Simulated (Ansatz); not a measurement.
# BF3 (boron trifluoride): the energy, rung by rung

BF3 has 4 atoms, charge 0, and is taken as a singlet. As SMILES, `FB(F)F`. Geometry: relaxed at GFN2-xTB.

```xyz
4

B     0.0001    0.0000   -0.0002
F     1.3003   -0.0277    0.0135
F    -0.6262    1.1398   -0.0173
F    -0.6742   -1.1121    0.0040
```

Each level gives the energy change with the B1–F4 bond stretched from 1.301 to 3.252 Å (eV). The values are calculated.

```json
{"level": "HF/STO-3G (restricted)", "kind": "Hartree–Fock", "program": "Ansatz", "value (eV)": "12.50", "less CCSDT/STO-3G": "+6.47", "CPU time (all runs)": "0.27 s"}
{"level": "SVWN5/STO-3G (restricted)", "kind": "LDA", "program": "Ansatz", "value (eV)": "9.07", "less CCSDT/STO-3G": "+3.04", "CPU time (all runs)": "1.4 s"}
{"level": "BLYP/STO-3G (restricted)", "kind": "GGA", "program": "Ansatz", "value (eV)": "8.15", "less CCSDT/STO-3G": "+2.12", "CPU time (all runs)": "2.2 s"}
{"level": "revPBE/STO-3G (restricted)", "kind": "GGA", "program": "Ansatz", "value (eV)": "8.09", "less CCSDT/STO-3G": "+2.06", "CPU time (all runs)": "2.2 s"}
{"level": "r2SCAN/STO-3G (restricted)", "kind": "meta-GGA", "program": "Ansatz", "value (eV)": "8.77", "less CCSDT/STO-3G": "+2.74", "CPU time (all runs)": "5.5 s"}
{"level": "PBE0/STO-3G (restricted)", "kind": "global hybrid", "program": "Ansatz", "value (eV)": "9.51", "less CCSDT/STO-3G": "+3.48", "CPU time (all runs)": "2.3 s"}
{"level": "r2SCAN0/STO-3G (restricted)", "kind": "hybrid meta-GGA", "program": "Ansatz", "value (eV)": "9.82", "less CCSDT/STO-3G": "+3.79", "CPU time (all runs)": "5.8 s"}
{"level": "CAM-B3LYP/STO-3G (restricted)", "kind": "range-separated hybrid", "program": "Ansatz", "value (eV)": "10.04", "less CCSDT/STO-3G": "+4.01", "CPU time (all runs)": "2.8 s"}
{"level": "B2PLYP/STO-3G (restricted)", "kind": "double hybrid", "program": "Ansatz", "value (eV)": "8.09", "less CCSDT/STO-3G": "+2.06", "CPU time (all runs)": "3.4 s"}
{"level": "CCSDT/STO-3G (restricted)", "kind": "coupled cluster or CI", "program": "Ansatz", "value (eV)": "6.03", "less CCSDT/STO-3G": "0.00", "CPU time (all runs)": "1.4 s"}
```

CCSDT/STO-3G (restricted) is the highest level here, not the true value. Its T1 diagnostic reaches 0.042, a sign that one reference may not serve. At this stretch a single reference begins to fail. The first shape isn't each level's own minimum. The values span 6.03 to 12.50 eV. All rows use very small basis sets, so none should be taken for the real molecule's value. In so small a basis fixed costs decide the times, and correlated methods can beat functionals. CPU times are rough (shared hosts, several kinds of processor and program).
